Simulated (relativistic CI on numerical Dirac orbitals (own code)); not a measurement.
## Radial parameters of I⁴⁴⁺

Method of calculation: Dirac-Coulomb-Breit CI, KLI orbitals optimised for each configuration, model QED (radiative potential, 1s self-energy scaled to tabulated hydrogen-like ionisation energies), unscaled Slater integrals (own radial code, finite nucleus).

Slater integrals F^k, G^k are unscaled and averaged over j, outside the closed core 1s2; ζ comes from projecting the Hamiltonian with its Breit term on Σ l·s of the shell.

- 2s²2p⁵: ζ(2p) = 1.6556e+06 cm⁻¹; <r>(2p) = 0.09902, <r^2>(2p) = 0.01191 (bohr units).
- 2p⁶3p: ζ(3p) = 452960 cm⁻¹; <r>(3p) = 0.2588, <r^2>(3p) = 0.07735 (bohr units).
- 2p⁶3d: ζ(3d) = 64831 cm⁻¹; <r>(3d) = 0.2254, <r^2>(3d) = 0.05834 (bohr units).

Averages of the first 10 configurations, taken without configuration mixing, which lowers the lowest level and can move excited configurations by several eV; other configurations of the list can lie among them:

```json
{"Configuration": "2s²2p⁵", "Parity": "odd", "States": "6", "Average energy above the lowest level (eV)": "103.3"}
{"Configuration": "2s2p⁶", "Parity": "even", "States": "2", "Average energy above the lowest level (eV)": "608.0"}
{"Configuration": "2p⁶3s", "Parity": "even", "States": "2", "Average energy above the lowest level (eV)": "5363.5"}
{"Configuration": "2p⁶3p", "Parity": "odd", "States": "6", "Average energy above the lowest level (eV)": "5498.2"}
{"Configuration": "2p⁶3d", "Parity": "even", "States": "10", "Average energy above the lowest level (eV)": "5636.9"}
{"Configuration": "2s²2p⁴3s", "Parity": "even", "States": "30", "Average energy above the lowest level (eV)": "4364.9"}
{"Configuration": "2s²2p⁴3p", "Parity": "odd", "States": "90", "Average energy above the lowest level (eV)": "4506.3"}
{"Configuration": "2s²2p⁴3d", "Parity": "even", "States": "150", "Average energy above the lowest level (eV)": "4645.5"}
{"Configuration": "2s2p⁵3s", "Parity": "odd", "States": "24", "Average energy above the lowest level (eV)": "4843.3"}
{"Configuration": "2s2p⁵3p", "Parity": "even", "States": "72", "Average energy above the lowest level (eV)": "4981.4"}
```
